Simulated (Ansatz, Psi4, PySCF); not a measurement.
CHO2 (SMILES O=[C]O), doublet, at a GFN2-xTB geometry. Base run: PySCF with BLYP/6-31G**.

Geometry (Å):
```xyz
4

O     -1.0330    -0.3941    -0.0017
C     -0.0271     0.4105    -0.0128
O      1.1565     0.2560     0.0075
H     -0.8254    -1.3576     0.0304
```
Charge 0, spin multiplicity 2.
Orbitals are unrestricted.
All else is at PySCF's defaults.

The same geometry, method and basis name were run in Ansatz (an electronic-structure program) and Psi4 and PySCF, at each program's defaults and at the settings that a row names. The base is PySCF at its defaults. Differences at the defaults can come from grids, fitting, cores and function types together.

| code and settings | ΔE vs base (µEh) | basis functions | E (Eh) | SCF cycles | dipole (D) |
|---|---|---|---|---|---|
| PySCF, defaults (exact integrals, its default grid, spherical functions) | 0.0 | 47 | -189.05916 | 11 | 2.26 |
| Psi4, defaults (density fitting with its default set, its default grid, Cartesian functions) | -4401 | 50 | -189.06356 | 9 | 2.25 |
| Ansatz, defaults (factorised integrals, its default grid, Cartesian functions) | -4374 | 50 | -189.06353 | - | - |
| PySCF, density fitting with def2-universal-jkfit | -53.0 | 47 | -189.05921 | 11 | 2.26 |
| PySCF, fine grid | -1.8 | 47 | -189.05916 | 11 | 2.26 |
| Psi4, exact integrals, spherical functions, fine grid | -1.8 | 47 | -189.05916 | 13 | 2.26 |
| Ansatz, high accuracy, Cartesian functions as the basis file defines them | -4373 | 50 | -189.06353 | - | - |

Open shells are given as the SCF converged; they aren't shown to be the lowest states, and a large step between rows can be another state.
